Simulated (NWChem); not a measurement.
System: SnBr2, singlet; SMILES [Sn]([Br])[Br]

The following NWChem deck was run.

```
start job
memory heap 200 mb stack 900 mb global 1100 mb
geometry units angstroms
  Sn     0.048542    -0.033910     0.932220
  Br     0.984733     1.693476    -0.684993
  Br    -1.056866    -1.643124    -0.699967
end
basis spherical
  * library def2-svp
end
ecp
  Sn library def2-ecp
end
dft
  xc pbe0
  iterations 150
end
driver
  maxiter 120
end
task dft optimize
dft
  grid fine
  convergence energy 1d-8 density 1d-7
end
task dft freq numerical
```

Parts of the log:

```
             Northwest Computational Chemistry Package (NWChem) 7.3.0
             --------------------------------------------------------

 C2V symmetry detected

                             Geometry "geometry" -> ""
                             -------------------------

 Output coordinates in angstroms (scale by  1.889725989 to convert to a.u.)

  No.       Tag          Charge          X              Y              Z
 ---- ---------------- ---------- -------------- -------------- --------------
    1 Sn                  50.0000     0.00000000     0.00000000     0.94965159
    2 Br                  35.0000    -1.95584063     0.00000000    -0.67832256
    3 Br                  35.0000     1.95584063     0.00000000    -0.67832256

 Effective nuclear repulsion energy (a.u.)     893.5476123719

      Symmetry information
      --------------------

 Group name             C2v
 Group number             16
 Group order               4
 No. of unique centers     2

                                Z-matrix (autoz)
                                --------

 Units are Angstrom for bonds and degrees for angles

      Type          Name      I     J     K     L     M      Value
      ----------- --------  ----- ----- ----- ----- ----- ----------
    1 Stretch                  1     2                       2.54472
    2 Stretch                  1     3                       2.54472
    3 Bend                     2     1     3               100.45435

                           NWChem Geometry Optimization
                           ----------------------------

 maximum gradient threshold         (gmax) =   0.000450
 rms gradient threshold             (grms) =   0.000300
 maximum cartesian step threshold   (xmax) =   0.001800
 rms cartesian step threshold       (xrms) =   0.001200
 fixed trust radius                (trust) =   0.300000
 source of zmatrix                         =   autoz

          -------------------
          Energy Minimization
          -------------------

 Using diagonal initial Hessian
 Scaling for Hessian diagonals: bonds = 1.00  angles = 0.25  torsions = 0.10

          --------
          Step   0

                                 NWChem DFT Module
                                 -----------------

 Summary of "ao basis" -> "ao basis" (spherical)
 ------------------------------------------------------------------------------
       Tag                 Description            Shells   Functions and Types
 ---------------- ------------------------------  ------  ---------------------
 Sn                         def2-svp                10       26   4s4p2d
 Br                         def2-svp                12       32   5s4p3d

      Symmetry analysis of basis
      --------------------------

        a1         34
        a2         12
        b1         28
        b2         16

            General Information
            -------------------
          SCF calculation type: DFT
          Wavefunction type:  closed shell.
          No. of atoms     :     3
          No. of electrons :    92
           Alpha electrons :    46
            Beta electrons :    46
          Charge           :     0
          Spin multiplicity:     1
          Use of symmetry is: on ; symmetry adaption is: on
          Maximum number of iterations: 150
          AO basis - number of functions:    90
                     number of shells:    34
          Convergence on energy requested:  1.00D-06
          Convergence on density requested:  1.00D-05
          Convergence on gradient requested:  5.00D-04

              XC Information
              --------------
                         PBE0 Method XC Functional
                     Hartree-Fock (Exact) Exchange  0.250
          PerdewBurkeErnzerhof Exchange Functional  0.750
            Perdew 1991 LDA Correlation Functional  1.000 local
           PerdewBurkeErnz. Correlation Functional  1.000 non-local

             Grid Information
             ----------------
          Grid used for XC integration:  medium
          Radial quadrature: Mura-Knowles
          Angular quadrature: Lebedev.
          Tag              B.-S. Rad. Rad. Pts. Rad. Cut. Ang. Pts.
          ---              ---------- --------- --------- ---------
          Sn                  1.45      123           8.0       590
          Br                  1.15      112          10.0       590
          Grid pruning is: on
          Number of quadrature shells:   235
          Spatial weights used:  Erf1

      Superposition of Atomic Density Guess
      -------------------------------------

 Sum of atomic energies:       -5393.26736005

      Non-variational initial energy
      ------------------------------

 Total energy =   -5357.636036
 1-e energy   =   -8510.676025
 2-e energy   =    2667.076082
 HOMO         =      -0.282861
 LUMO         =      -0.052015

      Symmetry analysis of molecular orbitals - initial
      -------------------------------------------------

  Numbering of irreducible representations:

     1 a1          2 a2          3 b1          4 b2

  Orbital symmetries:

     1 a1          2 b1          3 a1          4 b1          5 a1
     6 b1          7 b1          8 b2          9 a2         10 a1
    11 a1         12 b1         13 a1         14 b1         15 a1
    16 b2         17 a2         18 b1         19 a1         20 b1
    21 a1         22 b2         23 a1         24 b1         25 a1
    26 b2         27 a2         28 b1         29 a1         30 b2
    31 a2         32 b1         33 b1         34 a1         35 a1
    36 a2         37 b2         38 a1         39 b1         40 a1
    41 b1         42 a1         43 b2         44 a2         45 b1
    46 a1         47 b2         48 a1         49 b1         50 a1
    51 b1         52 a1         53 b2         54 a1         55 a2
    56 b2

   convergence    iter        energy       DeltaE   RMS-Dens  Diis-err
 ---------------- ----- ----------------- --------- --------- ---------
 d= 0,ls=0.0,diis     1  -5361.4432554800 -5.85D+03  1.96D-02  4.43D-01
 d= 0,ls=0.0,diis     2  -5361.3471041905  9.62D-02  1.15D-02  1.02D+00
 d= 0,ls=0.0,diis     3  -5361.5116474862 -1.65D-01  1.44D-03  9.76D-03
 d= 0,ls=0.0,diis     4  -5361.5132456653 -1.60D-03  2.53D-04  3.45D-04
 d= 0,ls=0.0,diis     5  -5361.5132948566 -4.92D-05  6.51D-05  4.69D-05
  Resetting Diis
 d= 0,ls=0.0,diis     6  -5361.5133012078 -6.35D-06  1.34D-05  6.39D-07
 d= 0,ls=0.0,diis     7  -5361.5133013153 -1.08D-07  2.49D-06  1.16D-08

         Total DFT energy =    -5361.513301315251
      One electron energy =    -8512.166576502103
           Coulomb energy =     2864.898239209906
    Exchange-Corr. energy =     -200.208871825369
 Nuclear repulsion energy =      485.963907802315

 Numeric. integr. density =       92.000000492967

                  Occupations of the irreducible representations
                  ----------------------------------------------

                     irrep           alpha         beta
                     --------     --------     --------
                     a1               18.0         18.0
                     a2                6.0          6.0
                     b1               15.0         15.0
                     b2                7.0          7.0

                       DFT Final Molecular Orbital Analysis
                       ------------------------------------

 Vector   44  Occ=2.000000D+00  E=-3.034438D-01  Symmetry=a2
              MO Center= -4.2D-14,  1.3D-15, -6.4D-01, r^2= 5.2D+00
   Bfn.  Coefficient  Atom+Function         Bfn.  Coefficient  Atom+Function
  ----- ------------  ---------------      ----- ------------  ---------------
    42      0.436978  2 Br py                74     -0.436978  3 Br py
    39      0.373152  2 Br py                71     -0.373152  3 Br py
    36     -0.249820  2 Br py                68      0.249820  3 Br py
    33      0.081184  2 Br py                65     -0.081184  3 Br py
    17      0.054049  1 Sn d -2              22     -0.048191  1 Sn d -2

 Vector   45  Occ=2.000000D+00  E=-2.938381D-01  Symmetry=b1
              MO Center=  2.4D-16, -2.9D-16, -6.3D-01, r^2= 5.4D+00
   Bfn.  Coefficient  Atom+Function         Bfn.  Coefficient  Atom+Function
  ----- ------------  ---------------      ----- ------------  ---------------
    41      0.360231  2 Br px                73      0.360231  3 Br px
    38      0.314990  2 Br px                70      0.314990  3 Br px
    43     -0.249232  2 Br pz                75      0.249232  3 Br pz
    40     -0.220840  2 Br pz                72      0.220840  3 Br pz
    35     -0.209187  2 Br px                67     -0.209187  3 Br px

 Vector   46  Occ=2.000000D+00  E=-2.805272D-01  Symmetry=a1
              MO Center= -1.4D-14,  4.3D-14,  8.0D-02, r^2= 5.5D+00
   Bfn.  Coefficient  Atom+Function         Bfn.  Coefficient  Atom+Function
  ----- ------------  ---------------      ----- ------------  ---------------
     3      0.403163  1 Sn s                 43     -0.380914  2 Br pz
    75     -0.380914  3 Br pz                40     -0.314867  2 Br pz
    72     -0.314867  3 Br pz                 4      0.277171  1 Sn s
    13      0.255689  1 Sn pz                37      0.210169  2 Br pz
    69      0.210169  3 Br pz                 2     -0.158792  1 Sn s

[...]

      ----------------------
      Optimization converged
      ----------------------

  Step       Energy      Delta E   Gmax     Grms     Xrms     Xmax
  ---- ---------------- -------- -------- -------- -------- --------
@    2   -5361.51332435 -5.1D-07  0.00013  0.00012  0.00055  0.00126
                                     ok       ok       ok       ok

                                Z-matrix (autoz)
                                --------

 Units are Angstrom for bonds and degrees for angles

      Type          Name      I     J     K     L     M      Value     Gradient
      ----------- --------  ----- ----- ----- ----- ----- ---------- ----------
    1 Stretch                  1     2                       2.53906    0.00013
    2 Stretch                  1     3                       2.53906    0.00013
    3 Bend                     2     1     3                99.77190   -0.00010

                         Geometry "geometry" -> "geometry"
                         ---------------------------------

 Output coordinates in angstroms (scale by  1.889725989 to convert to a.u.)

  No.       Tag          Charge          X              Y              Z
 ---- ---------------- ---------- -------------- -------------- --------------
    1 Sn                  50.0000     0.00000000     0.00000000     0.95496328
    2 Br                  35.0000    -1.94177667     0.00000000    -0.68097841
    3 Br                  35.0000     1.94177667     0.00000000    -0.68097841

 Effective nuclear repulsion energy (a.u.)     896.3724003799

      Symmetry information
      --------------------

 Group name             C2v
 Group number             16
 Group order               4
 No. of unique centers     2

                Final and change from initial internal coordinates
                --------------------------------------------------

                                Z-matrix (autoz)
                                --------

 Units are Angstrom for bonds and degrees for angles

      Type          Name      I     J     K     L     M      Value       Change
      ----------- --------  ----- ----- ----- ----- ----- ---------- ----------
    1 Stretch                  1     2                       2.53906   -0.00567
    2 Stretch                  1     3                       2.53906   -0.00567
    3 Bend                     2     1     3                99.77190   -0.68244

 ==============================================================================
                                internuclear distances
 ------------------------------------------------------------------------------
       center one      |      center two      | atomic units |  angstroms
 ------------------------------------------------------------------------------
    2 Br               |   1 Sn               |     4.79812  |     2.53906
    3 Br               |   1 Sn               |     4.79812  |     2.53906
 ------------------------------------------------------------------------------
                         number of included internuclear distances:          2
 ==============================================================================

[second-derivative integrals and response iterations left out]

  Vibrational analysis via the FX method

  See chapter 2 in "Molecular Vibrations" by Wilson, Decius and Cross

  Vib: Default input used

 ---------------------------- Atom information ----------------------------
     atom    #        X              Y              Z            mass
 --------------------------------------------------------------------------
    Sn       1  0.0000000D+00  0.0000000D+00  1.8046189D+00  1.1790180D+02
    Br       2 -3.6694258D+00  0.0000000D+00 -1.2868626D+00  7.9916500D+01
    Br       3  3.6694258D+00  0.0000000D+00 -1.2868626D+00  7.9916500D+01
 --------------------------------------------------------------------------

[unprojected Hessian and modes left out]

        Vibrational analysis via the FX method
  --- with translations and rotations projected out ---
  --- via the Eckart algorithm                      ---
 Projected Nuclear Hessian trans-rot subspace norm:2.1667D-34
                         (should be close to zero!)

[projected Hessian left out]

 Rotational Constants
 --------------------
 A=   0.092834 cm-1  (  0.133565 K)
 B=   0.027973 cm-1  (  0.040246 K)
 C=   0.021496 cm-1  (  0.030927 K)

 Temperature                      =   298.15K
 frequency scaling parameter      =   1.0000

 Zero-Point correction to Energy  =    0.813 kcal/mol  (  0.001295 au)
 Thermal correction to Energy     =    3.696 kcal/mol  (  0.005890 au)
 Thermal correction to Enthalpy   =    4.288 kcal/mol  (  0.006834 au)

 Total Entropy                    =   78.586 cal/mol-K
   - Translational                =   42.744 cal/mol-K (mol. weight = 277.7348)
   - Rotational                   =   28.358 cal/mol-K (symmetry #  =        2)
   - Vibrational                  =    7.484 cal/mol-K

 Cv (constant volume heat capacity) =   11.460 cal/mol-K
   - Translational                  =    2.979 cal/mol-K
   - Rotational                     =    2.979 cal/mol-K
   - Vibrational                    =    5.501 cal/mol-K

[normal modes left out]

 ----------------------------------------------------------------------------
 Normal Eigenvalue ||           Projected Infra Red Intensities
  Mode   [cm**-1]  || [atomic units] [(debye/angs)**2] [(KM/mol)] [arbitrary]
 ------ ---------- || -------------- ----------------- ---------- -----------
    1       -0.000 ||    0.000284           0.007         0.277       0.293
    2       -0.000 ||    0.000024           0.001         0.023       0.025
    3       -0.000 ||    0.000223           0.005         0.218       0.231
    4        0.000 ||    0.001322           0.031         1.289       1.364
    5        0.000 ||    0.000488           0.011         0.475       0.503
    6        0.000 ||    0.000488           0.011         0.475       0.503
    7       76.905 ||    0.000919           0.021         0.896       0.948
    8      243.936 ||    0.058050           1.339        56.590      59.889
    9      247.911 ||    0.025438           0.587        24.798      26.244
 ----------------------------------------------------------------------------
```

Level: PBE0/def2-SVP with def2 effective core potentials on Sn. Low-valent species are run as closed-shell singlets; no triplet was tried in these runs. This build's default masses of Se (78.918 u) and Br (79.917 u) are each other's, which moves their modes by up to 0.6 %. def2 effective core potentials on Sn; no spin-orbit coupling.
